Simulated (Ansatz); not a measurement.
Relaxation of C2H2Br (5 atoms, charge 0, multiplicity 2), to a largest force component of 0.02 eV/Å in at most 50 steps.

Method: UKS BHLYP-D4/def2-SVP (Ansatz 0.2.0).

```xyz
5
Properties=species:S:1:pos:R:3:forces:R:3
C 0.564 -0.150 -0.156 0.67 0.28 -0.15
C -0.681 -0.359 0.144 -0.65 -0.16 0.15
Br -2.129 0.659 0.596 -0.01 0.06 0.01
H 1.035 0.830 -0.196 -0.14 0.17 0.05
H 1.212 -0.980 -0.389 0.13 -0.35 -0.06
```

Q: Where does it end, and by what steps?

A: It converged. After 4 steps the energy has fallen by 0.012 eV; H4 moved furthest, 0.04 Å.

| step | energy less start (eV) | largest force component (eV/Å) | accepted |
| --- | --- | --- | --- |
| 0 | 0.0000 | 0.675 | yes |
| 1 | -0.0091 | 0.264 | yes |
| 2 | -0.0113 | 0.057 | yes |
| 3 | -0.0113 | 0.095 | no |
| 4 | -0.0117 | 0.020 | yes |

```xyz
5
Properties=species:S:1:pos:R:3
C 0.571 -0.155 -0.159
C -0.684 -0.373 0.142
Br -2.113 0.676 0.594
H 1.001 0.846 -0.186
H 1.224 -0.993 -0.392
```

Time of the run: 8.7 s on 2 threads of Arm Neoverse V2 (shared host), peak memory 0.18 GiB.
